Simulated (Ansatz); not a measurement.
A nudged elastic band was laid between two geometries of a periodic cell of 17 atoms, Sc12H4C (surface Sc(0001), adsorbate CH4).

These are results of Ansatz 0.2.0, DFT PBE-D3(BJ), scalar-relativistic, plane waves, PAW, not measurements. Settings: cutoff 420 eV, k mesh 4x4x1, gaussian smearing 0.1 eV, no spin polarisation.

| Item | Value |
| --- | --- |
| movable images | 5 |
| climbing image | yes |
| spring | 2.0 eV/Å² |
| optimiser | quadratic models (default) |
| start path | IDPP |
| force threshold | 0.05 eV/Å |
| iteration limit | 56 |
| end points | relaxed |
| atoms held | 1 to 4 |

Initial state:

```xyz
17
Lattice="6.6200 0.0000 0.0000 3.3100 5.7331 0.0000 0.0000 0.0000 17.2761" Properties=species:S:1:pos:R:3
Sc 0.000 0.000 1.000
Sc 3.310 0.000 1.000
Sc 1.655 2.867 1.000
Sc 4.965 2.867 1.000
Sc 0.009 1.917 3.469
Sc 3.301 1.917 3.469
Sc 1.655 4.766 3.461
Sc 4.965 4.775 3.456
Sc 0.030 -0.020 5.915
Sc 3.280 -0.020 5.915
Sc 1.655 2.871 5.913
Sc 4.965 2.901 5.932
C 4.972 1.103 9.265
H 4.985 0.043 8.977
H 5.868 1.603 8.870
H 4.070 1.585 8.862
H 4.966 1.184 10.358
```

Final state:

Only the atoms that move by more than 0.05 Å are listed.
```
Sc9 0.000 0.000 5.857
C13 3.311 1.914 9.303
H14 4.193 1.369 8.940
H15 3.341 2.951 8.938
H16 2.397 1.422 8.941
H17 3.312 1.916 10.399
```

**Question.** What changes between the two ends?

**Answer.** The atom that moves furthest is H15, by 2.86 Å; four of its nearest neighbours are C13 1.10, H17 1.79, H14 1.80, H16 1.80 Å at the first end and C13 1.10, H17 1.79, H16 1.80, H14 1.80 Å at the last.

**Question.** What energy profile does the band end with?

**Answer.** The forces met the threshold. The highest image is number 3 of 0 to 6, 0.009 eV above the ends, which have the same energy within 2 meV. By the program's own check the climbing image is of a kind that is not told: the force calls were inconclusive, a negative curvature could not be distinguished from the path's own, the only one lies far off the path, or fixed occupations may fill a level only in part (lowest curvatures found: -0.02 and 0.01 eV/Å²). Limits of this set-up: coarse k mesh, thin slab, slab without dipole correction, a typed lattice constant that wasn't relaxed here.

| image | path coordinate (Å) | energy (eV) |
| --- | --- | --- |
| 0 | 0.00 | 0.000 |
| 1 | 0.75 | 0.001 |
| 2 | 1.50 | 0.006 |
| 3 | 2.25 | 0.009 |
| 4 | 3.03 | 0.006 |
| 5 | 3.80 | 0.001 |
| 6 | 4.58 | 0.000 |

**Question.** What is the geometry of the highest image?

**Answer.** 
```xyz
17
Lattice="6.6200 0.0000 0.0000 3.3100 5.7331 0.0000 0.0000 0.0000 17.2761" Properties=species:S:1:pos:R:3
Sc 0.000 0.000 1.000
Sc 3.310 0.000 1.000
Sc 1.655 2.867 1.000
Sc 4.965 2.867 1.000
Sc 0.004 1.921 3.455
Sc 3.301 1.914 3.494
Sc 1.648 4.769 3.451
Sc 4.973 4.772 3.456
Sc 0.017 -0.010 5.871
Sc 3.291 -0.030 5.936
Sc 1.632 2.880 5.918
Sc 4.979 2.894 5.936
C 4.165 1.510 9.348
H 4.697 0.630 8.966
H 4.709 2.420 9.065
H 3.151 1.544 8.930
H 4.103 1.449 10.441
```

Time of the run: 9.6 min on 4 threads of AMD EPYC 7R13 Processor (Zen 3) (shared host), peak memory 4.5 GiB.
